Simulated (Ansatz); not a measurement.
Relaxation of Cd₄ with UKS B3LYP/def2-SVP.

```sh
$ ansatz run in.yaml --threads 4 --pin off --events-out ev --progress --plain --max-ram 3916MiB
```

```yaml
crystal:
  periodic: [false, false, false]
  atoms:
    - {symbol: Cd, position_ang: [-0.292175, 1.147048, -1.788987]}
    - {symbol: Cd, position_ang: [2.040001, 0.178593, 0.639071]}
    - {symbol: Cd, position_ang: [-0.448938, -2.060855, -0.390794]}
    - {symbol: Cd, position_ang: [-1.298878, 0.735213, 1.540710]}
basis:
  gaussian: {orbitals: def2-SVP}
magnetization: {spin_polarized: true, initial_magnetization: 4}
hamiltonian: {xc: {name: B3LYP}}
scf: {lower_state_search: "off"}
output: {orbitals: {seedname: orbitals}}
relax: {f_tol: 0.02, max_steps: 100}
```

Hardware: 4 threads of Arm Neoverse V1 on a shared host. Wall time 93 s, peak host memory 0.62 GiB.

Positions (Å) and forces (eV/Å) at steps 1, 2, 3, 4, 5, 6, 7, 8, 9, 10, 11, 12, 13, 14, 16 of 16:

```xyz
4
step=1 energy=-18258.6494 eV
Cd   -0.292    1.147   -1.789    0.119    0.011    0.482
Cd    2.040    0.179    0.639   -0.764   -0.091   -0.243
Cd   -0.449   -2.061   -0.391    0.284   -0.032    0.081
Cd   -1.299    0.735    1.541    0.361    0.112   -0.320
4
step=2 energy=-18258.8318 eV
Cd   -0.288    1.178   -1.720    0.072    0.048    0.419
Cd    1.934    0.146    0.603   -0.742   -0.217   -0.252
Cd   -0.386   -2.105   -0.377    0.388    0.031    0.119
Cd   -1.260    0.781    1.494    0.283    0.139   -0.286
4
step=3 energy=-18259.1695 eV
Cd   -0.282    1.228   -1.608   -0.116    0.187    0.703
Cd    1.760    0.089    0.543   -0.534   -0.218   -0.188
Cd   -0.280   -2.170   -0.354    0.374   -0.318    0.072
Cd   -1.198    0.854    1.419    0.275    0.349   -0.587
4
step=4 energy=-18259.4830 eV
Cd   -0.288    1.284   -1.483   -0.174    0.259    0.375
Cd    1.592    0.020    0.484   -0.125   -0.225   -0.066
Cd   -0.166   -2.242   -0.329    0.258   -0.382    0.030
Cd   -1.138    0.938    1.328    0.041    0.348   -0.339
4
step=5 energy=-18259.7030 eV
Cd   -0.337    1.397   -1.370   -0.122    0.286   -0.080
Cd    1.508   -0.078    0.446    0.099   -0.277   -0.004
Cd   -0.046   -2.395   -0.312    0.188   -0.278    0.022
Cd   -1.126    1.076    1.236   -0.164    0.269    0.062
4
step=6 energy=-18259.8387 eV
Cd   -0.383    1.530   -1.355   -0.024    0.142   -0.003
Cd    1.492   -0.181    0.428   -0.111   -0.171   -0.054
Cd    0.055   -2.562   -0.302    0.165   -0.108    0.037
Cd   -1.165    1.213    1.228   -0.030    0.138    0.021
4
step=7 energy=-18259.9120 eV
Cd   -0.406    1.653   -1.331    0.051    0.067   -0.077
Cd    1.414   -0.276    0.393   -0.122    0.005   -0.036
Cd    0.171   -2.716   -0.286    0.075   -0.116    0.008
Cd   -1.179    1.339    1.224   -0.004    0.044    0.105
4
step=8 energy=-18259.9621 eV
Cd   -0.373    1.748   -1.341   -0.010    0.024    0.104
Cd    1.253   -0.293    0.343   -0.100   -0.024   -0.033
Cd    0.282   -2.880   -0.273    0.064   -0.048    0.013
Cd   -1.162    1.425    1.270    0.046    0.048   -0.084
4
step=9 energy=-18259.9987 eV
Cd   -0.354    1.850   -1.314    0.008    0.021    0.020
Cd    1.075   -0.354    0.282   -0.044    0.070   -0.005
Cd    0.417   -3.025   -0.250    0.021   -0.116   -0.008
Cd   -1.138    1.529    1.282    0.016    0.025   -0.007
4
step=10 energy=-18260.0240 eV
Cd   -0.332    1.949   -1.295    0.016    0.005    0.008
Cd    0.903   -0.402    0.224   -0.064    0.001   -0.019
Cd    0.543   -3.176   -0.231    0.031   -0.011    0.008
Cd   -1.115    1.629    1.301    0.017    0.005    0.004
4
step=11 energy=-18260.0398 eV
Cd   -0.301    2.028   -1.280    0.013   -0.007    0.019
Cd    0.726   -0.450    0.165   -0.059   -0.043   -0.023
Cd    0.662   -3.286   -0.208    0.024    0.054    0.014
Cd   -1.087    1.707    1.323    0.022   -0.004   -0.010
4
step=12 energy=-18260.0508 eV
Cd   -0.260    2.062   -1.260    0.009    0.037   -0.046
Cd    0.540   -0.487    0.104   -0.003   -0.073   -0.011
Cd    0.763   -3.316   -0.181    0.016    0.010    0.006
Cd   -1.043    1.741    1.338   -0.021    0.026    0.051
4
step=13 energy=-18260.0575 eV
Cd   -0.223    2.123   -1.256   -0.010   -0.030    0.076
Cd    0.367   -0.556    0.043   -0.027    0.006   -0.008
Cd    0.871   -3.366   -0.155    0.002    0.034    0.005
Cd   -1.014    1.799    1.368    0.035   -0.011   -0.073
4
step=14 energy=-18260.0600 eV
Cd   -0.189    2.145   -1.232    0.005   -0.015    0.002
Cd    0.210   -0.597   -0.010    0.006   -0.037   -0.003
Cd    0.954   -3.372   -0.131   -0.016    0.066    0.003
Cd   -0.974    1.824    1.372    0.006   -0.014   -0.002
4
step=16 energy=-18260.0612 eV
Cd   -0.181    2.134   -1.232    0.000    0.000    0.001
Cd    0.194   -0.599   -0.015   -0.001   -0.002   -0.001
Cd    0.954   -3.347   -0.127    0.000    0.002    0.000
Cd   -0.967    1.812    1.375    0.001    0.000    0.000
```

In the def2 sets Cd takes a core potential; there is no spin–orbit coupling. The relaxation made no stability test and no search for a lower SCF solution. At B3LYP/def2-SVP a singlet of charge 0 lies 4.86 eV below the quintet, each at its own geometry. The structure comes from a short search, and lower isomers may exist.
